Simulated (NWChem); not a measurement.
System: C2H3Br; SMILES C=CBr

Computed with NWChem. Pople sets run with spherical d functions. This build's default masses of Se (78.918 u) and Br (79.917 u) are each other's, which moves their modes by up to 0.6 %. B3LYP is NWChem's, with the RPA form of VWN correlation. Each level has its own optimisation; frequencies are unscaled. Brackets give each atom's bonded neighbours.

```
level                r C–C (Å)  r C–H [C(CHH)–H(C)] (Å)  r Br–C (Å)  r C–H [C(BrCH)–H(C)] (Å)  highest harmonic frequency (cm⁻¹)  lowest (cm⁻¹)  zero-point energy (kcal/mol)  dipole (D)
-------------------  ---------  -----------------------  ----------  ------------------------  ---------------------------------  -------------  ----------------------------  ----------
B3LYP/3-21G              1.321                    1.084           …                     1.080                               3261              …                          26.8           …
Hartree-Fock/STO-3G      1.309                    1.082       1.874                     1.085                               3810            395                          31.1        1.35
B3LYP/6-31G*             1.327                    1.086       1.912                     1.084                               3265            345                          26.5        1.62
```

Problem. What belongs in the gaps?

Solution. 
- B3LYP/3-21G, r Br–C (Å): 1.940
- B3LYP/3-21G, lowest (cm⁻¹): 350
- B3LYP/3-21G, dipole (D): 1.40
